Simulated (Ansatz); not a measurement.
Steps of a relaxation of C₂H₈BNO, SMILES `CN(C)BO` with RKS PBE0-D4/def2-TZVP.

```sh
$ ansatz run in.yaml --threads 4 --pin off --events-out ev --progress --plain --max-ram 10444MiB
```

```yaml
crystal:
  periodic: [false, false, false]
  atoms:
    - {symbol: C, position_ang: [-1.415775, -0.074263, -0.060761]}
    - {symbol: N, position_ang: [0.030258, -0.108552, 0.054556]}
    - {symbol: C, position_ang: [0.563066, -1.304034, 0.671584]}
    - {symbol: B, position_ang: [0.855936, 0.946281, -0.401523]}
    - {symbol: O, position_ang: [0.273689, 2.059082, -0.978354]}
    - {symbol: H, position_ang: [-1.905374, -0.135309, 0.938893]}
    - {symbol: H, position_ang: [-1.730652, 0.866902, -0.547996]}
    - {symbol: H, position_ang: [-1.796268, -0.929714, -0.665684]}
    - {symbol: H, position_ang: [0.175235, -1.442045, 1.708175]}
    - {symbol: H, position_ang: [1.666973, -1.244923, 0.721837]}
    - {symbol: H, position_ang: [0.289954, -2.220941, 0.098135]}
    - {symbol: H, position_ang: [2.068014, 0.847885, -0.274946]}
    - {symbol: H, position_ang: [0.945244, 2.704931, -1.249016]}
basis:
  gaussian: {orbitals: def2-TZVP}
hamiltonian: {xc: pbe0, dispersion: d4}
relax: {f_tol: 0.005, max_steps: 150}
```

Positions (Å) and forces (eV/Å) along the path, 5 of 5 steps:

```xyz
13
step=1 energy=-6415.1073 eV
C    -1.416   -0.074   -0.061   -0.279   -0.002   -0.011
N     0.030   -0.109    0.055    0.120    0.193   -0.086
C     0.563   -1.304    0.672    0.092   -0.259    0.125
B     0.856    0.946   -0.402   -0.115   -0.317    0.144
O     0.274    2.059   -0.978    0.674    0.159   -0.037
H    -1.905   -0.135    0.939    0.286    0.036   -0.477
H    -1.731    0.867   -0.548    0.167   -0.476    0.248
H    -1.796   -0.930   -0.666    0.237    0.414    0.286
H     0.175   -1.442    1.708    0.172    0.124   -0.517
H     1.667   -1.245    0.722   -0.544   -0.007   -0.037
H     0.290   -2.221    0.098    0.120    0.488    0.246
H     2.068    0.848   -0.275   -0.452    0.068   -0.059
H     0.945    2.705   -1.249   -0.477   -0.423    0.175
13
step=2 energy=-6415.1539 eV
C    -1.409   -0.076   -0.059   -0.081   -0.018    0.003
N     0.030   -0.107    0.053    0.073    0.133   -0.059
C     0.559   -1.297    0.668    0.021   -0.092    0.047
B     0.852    0.939   -0.398   -0.096   -0.150    0.066
O     0.278    2.050   -0.975    0.226    0.027    0.000
H    -1.886   -0.139    0.932    0.081    0.010   -0.144
H    -1.725    0.854   -0.539    0.042   -0.133    0.069
H    -1.778   -0.924   -0.659    0.064    0.125    0.086
H     0.172   -1.426    1.692    0.055    0.029   -0.155
H     1.651   -1.239    0.717   -0.154   -0.008   -0.008
H     0.284   -2.200    0.097    0.038    0.143    0.079
H     2.049    0.844   -0.272   -0.124    0.026   -0.020
H     0.943    2.689   -1.242   -0.145   -0.091    0.035
13
step=3 energy=-6415.1584 eV
C    -1.406   -0.077   -0.059    0.000   -0.004    0.002
N     0.031   -0.105    0.053    0.003    0.017   -0.007
C     0.557   -1.295    0.667    0.001   -0.007    0.004
B     0.850    0.935   -0.397   -0.023   -0.017    0.004
O     0.281    2.046   -0.974    0.033   -0.008    0.006
H    -1.879   -0.142    0.929   -0.001    0.000    0.006
H    -1.724    0.849   -0.535   -0.003    0.005   -0.002
H    -1.771   -0.921   -0.656   -0.001   -0.005   -0.005
H     0.171   -1.421    1.686   -0.003    0.002    0.006
H     1.644   -1.239    0.715    0.006    0.000    0.000
H     0.282   -2.192    0.098   -0.003   -0.004   -0.005
H     2.042    0.843   -0.271    0.007    0.003    0.000
H     0.942    2.684   -1.240   -0.016    0.017   -0.009
13
step=4 energy=-6415.1585 eV
C    -1.406   -0.077   -0.059    0.000   -0.002    0.000
N     0.031   -0.105    0.052   -0.001    0.006   -0.003
C     0.557   -1.295    0.667    0.001   -0.004    0.002
B     0.850    0.935   -0.397   -0.010   -0.002    0.003
O     0.282    2.046   -0.974    0.022   -0.008    0.004
H    -1.878   -0.143    0.929    0.000   -0.001    0.002
H    -1.724    0.849   -0.535   -0.001    0.002   -0.001
H    -1.770   -0.921   -0.657   -0.001   -0.001   -0.002
H     0.171   -1.420    1.686   -0.001    0.000    0.002
H     1.644   -1.240    0.715    0.002    0.000    0.000
H     0.281   -2.192    0.098   -0.001   -0.001   -0.001
H     2.043    0.843   -0.271    0.003    0.000   -0.001
H     0.941    2.686   -1.241   -0.012    0.010   -0.006
13
step=5 energy=-6415.1585 eV
C    -1.406   -0.077   -0.059    0.001   -0.001    0.001
N     0.031   -0.105    0.053    0.003    0.002   -0.001
C     0.556   -1.295    0.667   -0.001    0.000    0.000
B     0.851    0.935   -0.397   -0.001   -0.003    0.001
O     0.283    2.045   -0.975   -0.001    0.004   -0.002
H    -1.878   -0.145    0.929    0.000    0.000    0.000
H    -1.724    0.850   -0.533    0.001    0.000    0.000
H    -1.770   -0.920   -0.659    0.000    0.000    0.000
H     0.171   -1.420    1.687    0.000    0.000    0.000
H     1.644   -1.241    0.715    0.000    0.000    0.000
H     0.280   -2.192    0.099    0.000    0.000    0.000
H     2.044    0.843   -0.270    0.001   -0.002    0.001
H     0.939    2.688   -1.242   -0.001   -0.001    0.000
```

It took 15 s on 4 threads of an Arm Neoverse V2 on a shared host, with 0.47 GiB of host memory at the peak.
